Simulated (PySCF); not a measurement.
Job for PySCF: R-HF/3-21G on CH3GeI (SMILES [CH3][Ge][I]), a point of a torsion scan.

```python
from pyscf import gto, scf, dft, mp
from pyscf.data.elements import chemcore

mol = gto.M(
    atom='''
    C    -0.68008337   -0.02183708    0.00146470
    Ge    0.87156216    1.29426167   -0.04108809
    I     2.70008298   -0.36543930    0.65383901
    H    -0.80617030   -0.45200665    0.99714501
    H    -1.61763571    0.46434663   -0.27285897
    H    -0.51708212   -0.84855936   -0.69297086
    ''',
    basis='3-21g',
    charge=0, spin=0, verbose=3, max_memory=1800)
mf = scf.RHF(mol)
mf.conv_tol = 1e-8
mf.max_cycle = 100
mf.kernel()
if not mf.converged:
    mf = mf.newton().run(mf.mo_coeff, mf.mo_occ)
```

It printed:

```
converged SCF energy = -8992.06659149102
```

The calculation finished and met its thresholds.

Cost: about 0.8 core-seconds (a rough figure).
